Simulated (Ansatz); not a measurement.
Cl2FH3SSi2 (`F[SiH](Cl)S[SiH2]Cl`) at its PBE0-D4/def2-TZVP geometry, where that method's forces vanish. Charge 0, multiplicity 1.

```xyz
9

F     1.2000   -1.5941   -0.0112
Si    0.1817   -1.0791   -1.1169
Cl    0.9105   -1.5425   -2.9541
S     0.0189    1.0282   -1.0242
Si   -0.1550    1.2700    1.0893
Cl   -1.6704    0.1215    1.8577
H    -1.0945   -1.7783   -0.9103
H    -0.4791    2.6976    1.2887
H     1.0880    0.8767    1.7810
```

Task: What forces (eV/Å) does r2SCAN-D4/def2-TZVPP give on these atoms in the Gaussian-basis code of Ansatz? (An estimate is asked.)

Result: The calculation gave: 
```
F1   0.031 -0.016  0.051
Si2 -0.074 -0.023  0.001
Cl3  0.022 -0.024 -0.057
S4   0.003  0.055 -0.045
Si5  0.037  0.040  0.021
Cl6 -0.047 -0.038  0.040
H7   0.028  0.015 -0.004
H8   0.018 -0.025  0.003
H9  -0.018  0.016 -0.009
```
